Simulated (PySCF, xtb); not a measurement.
Mg(H)(OH) (H2MgO), SMILES [OH][MgH].

Harmonic wavenumbers (cm⁻¹) from GFN2-xTB in xtb at its own minimum, in rising order: 102, 102, 499, 499, 733, 1708, 3798.

### Question
What does B3LYP-D3(BJ)/def2-TZVPD run with PySCF give at its own minimum? (Estimate from the structure and the level; the computed values follow.)

### Answer
114, 114, 336, 336, 769, 1666, 4021. Paired by order, the mean absolute difference is 93 cm⁻¹ and the zero-point energies are 10.6 and 10.5 kcal/mol.
